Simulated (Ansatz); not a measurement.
`[OH][GeH]([OH])[Cl]` + `C[O][AlH][NH2]` → `C[O][GeH]([OH])[Cl]` + `[NH2][AlH][OH]`  (redistribution)

Computed with Ansatz on PBE0-D4/def2-TZVP structures; ΔE is electronic, products minus reactants. CCSD(T)/CBS adds triple-zeta CCSD(T) − MP2 to the extrapolated MP2 energy (def2 sets, frozen cores). This one scheme is used for every species. DFT in def2-TZVPP. B3LYP here is the variant with VWN-RPA as its local correlation; programs differ in this. For Ge outer-core shells are correlated without core-valence functions, which leaves a few kJ/mol of doubt a bond. Scalar relativity is left out up to krypton. One conformer a species, not always the lowest.

Is it downhill or uphill in electronic energy at CCSD(T)/CBS, and by how much? (Best estimate.)

The calculation gave: Downhill: ΔE = -6.8 kJ/mol.

What do these levels give: r2SCAN-D4, PBE0-D4, BHLYP-D4, CAM-B3LYP-D4, ωB97X-V, B2PLYP, revPBE, r2SCAN, B3LYP, r2SCAN0, HF/def2-SVP, HF/def2-QZVPP? (Estimate.)

The calculation gave: r2SCAN-D4 -4.1, PBE0-D4 -3.1, BHLYP-D4 -3.4, CAM-B3LYP-D4 -3.4, ωB97X-V -4.1, B2PLYP -3.6, revPBE -1.0, r2SCAN -3.6, B3LYP -1.2, r2SCAN0 -2.9, HF/def2-SVP 1.5, HF/def2-QZVPP 0.0 kJ/mol.

Largest T1 diagnostic among the species: 0.011.

At CCSD(T), def2-SVP lies +3.6 kJ/mol from the extrapolated value and def2-TZVPP +0.5 kJ/mol. Leaving LDA and LC-ωPBE aside and taking each functional with its dispersion term where it has one, the values, not all of them listed here, spread over 1.5 kJ/mol, from BLYP-D4 to HSE06-D4. In def2-TZVPP, CCSD(T) changes the Hartree–Fock value by −6.1 kJ/mol (the triples alone add −1.0 kJ/mol) and MP2 by −7.0 kJ/mol.
